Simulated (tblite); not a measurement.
Species: C₇H₁₅NSi.
Cartesian coordinates in Å at the GFN2-xTB level; atoms count from 1:
```
atom  x, y, z in Å
C1    -2.9404    0.0476   -0.7601
C2    -2.0021    1.1603   -0.2713
C3    -1.1146    0.1032    0.4038
N4     0.2912    0.1906    0.1726
C5     1.1125   -0.7158    0.9547
C6     2.5666   -0.3172    0.7314
C7     2.7383   -0.0188   -0.7551
Si8    1.0883    0.7920   -1.2257
C9    -1.9034   -1.0031   -0.3412
H10   -3.8619   -0.0144   -0.1847
H11   -3.1873    0.0719   -1.8191
H12   -2.4373    1.9063    0.3901
H13   -1.4841    1.6632   -1.0826
H14   -1.2910    0.0572    1.4858
H15    0.8387   -0.6359    2.0134
H16    0.9478   -1.7579    0.6449
H17    2.7701    0.5896    1.3034
H18    3.2412   -1.1009    1.0811
H19    2.8866   -0.9458   -1.3081
H20    3.6113    0.6030   -0.9346
H21    0.6016    0.3091   -2.5271
H22    1.1200    2.2601   -1.2156
H23   -1.3354   -1.3961   -1.1816
H24   -2.2686   -1.8284    0.2665
```

Computed values, GFN2-xTB/tblite, gas phase, harmonic and unscaled. This tight-binding method is rough: wavenumbers can miss measured ones by several per cent, in bad cases by 10 to 20. Modes of hydrogen on silicon can be 10 to 20 % off. One conformer, not necessarily the lowest.

Harmonic wavenumbers (cm⁻¹): 52.8, 56.7, 95.7, 146.0, 192.6, 224.6, 329.1, 401.6, 454.0, 516.3, 536.8, 542.4, 621.9, 685.1, 730.8, 749.8, 802.7, 812.8, 813.9, 828.8, 887.2, 958.4, 969.8, 989.1, 995.7, 1036.7, 1055.8, 1060.7, 1077.4, 1117.2, 1139.2, 1149.5, 1183.5, 1188.3, 1196.7, 1221.2, 1235.2, 1238.7, 1246.8, 1259.9, 1270.5, 1279.7, 1325.3, 1333.0, 1358.3, 1465.7, 1468.7, 1484.3, 1490.6, 1498.2, 1508.2, 2180.8, 2222.8, 2855.1, 2886.1, 2915.6, 2966.4, 2983.6, 2992.4, 2996.7, 3005.3, 3011.2, 3018.2, 3020.5, 3025.1, 3040.7.

A = 2980, B = 905.4, C = 792.9 MHz; mass 141.097 u (most abundant isotopes); point group C1, symmetry number 1.

**Question.** Zero-point energy?

**Answer.** Half the sum of the wavenumbers: 45202 cm⁻¹ = 129.24 kcal/mol.

**Question.** Give the ideal-gas entropy at 400 K and 1 bar in the rigid-rotor, harmonic-oscillator model (classical rotation).

**Answer.** Translation 42.23, rotation 30.27, vibration 39.43: S = 111.9 cal/(mol K).

**Question.** And Cp and H(400 K) − H(0)?

**Answer.** Cp = 54.10 cal/(mol K), of which vibrations give 46.16 (their classical limit is 66 R = 131.2); H(400 K) − H(0) = 11.61 kcal/mol without the zero-point energy, 8.43 from vibrations.

**Question.** Blend soft modes into free rotors: weight 1/[1 + (100 cm⁻¹/ν̃)⁴] for the oscillator and the rest for a rotor with moment μB/(μ + B), μ = h/(8π²ν), B = 10⁻⁴⁴ kg m². What vibrational entropy results?

**Answer.** 36.11 cal/(mol K) in place of 39.43, which changes −T·S at 400 K by +1.33 kcal/mol.

**Question.** How do the functions run with temperature in this model?

**Answer.** 
```csv
T (K),S (cal/(mol K)),Cp (cal/(mol K)),H − H(0) (kcal/mol),G − H(0) (kcal/mol),ln q(vib)
100,69.9,17.7,1.29,-5.70,1.76
200,84.9,27.3,3.51,-13.48,4.19
300,98.4,40.4,6.88,-22.65,6.65
500,125.3,66.2,17.64,-45.03,11.94
800,162.5,91.4,41.63,-88.34,20.31
1000,184.1,102.2,61.05,-123.03,25.76
```

q(vib) and H(0) count from the zero-point level.

Hindered rotation and anharmonicity are outside this model. Other conformers, if any are populated, would add a mixing term that is left out. The structure is chiral; the term R ln 2 for an equal mix with its mirror image is left out.

On Arm Neoverse N1, one thread, no GPU, shared host, this took 2.0 s wall. The figure is for the frequency step alone.
